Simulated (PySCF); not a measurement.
A GIAO shielding run with PySCF 2.14.0 with density-fitted response routines (density fitting, non-relativistic, gas phase) on SMILES N([SiH2][SiH2]C)C(C)C, C4H15NSi2:

```
$ OMP_NUM_THREADS=1 python probes_run.py task.json out

{"job": {"kind": "nmr", "xc": "PBE0", "basis": "pcSseg-1"}, "charge": 0, "multiplicity": 1}
C      3.883964    -0.223588     0.459298
Si     2.011206    -0.522637     0.576084
Si     0.875371     0.934828    -0.806792
N     -0.750100     1.008018    -0.250315
C     -1.578325    -0.147193     0.007326
C     -2.281206    -0.640286    -1.260116
C     -2.597380     0.179103     1.098979
H      4.253847    -0.430290    -0.541139
H      4.134643     0.807279     0.694085
H      4.431596    -0.859343     1.148560
H      1.649694    -0.416233     2.000155
H      1.787834    -1.943583     0.242497
H      1.005348     0.560664    -2.236355
H      1.285927     2.344415    -0.743263
H     -1.311087     1.795716    -0.541546
H     -0.912136    -0.939606     0.368684
H     -1.545633    -0.863489    -2.029160
H     -2.955465     0.126377    -1.638020
H     -2.857061    -1.538594    -1.053264
H     -3.168618    -0.706268     1.364575
H     -2.086515     0.546687     1.985038
H     -3.286314     0.947407     0.753056
```

Hardware: 1 thread of an Arm Neoverse N1, shared host. The job also computes population analyses, field gradients.

Problem. How large is the calculation?

Solution. 74 electrons, 208 basis functions and 1120 auxiliary functions.

Problem. How long does it take, and how much memory does it need?

Solution. 69 s of wall time, with 12 SCF cycles and 4 response iterations; peak memory 0.93 GiB. Times on a shared host scatter by some tens of per cent.
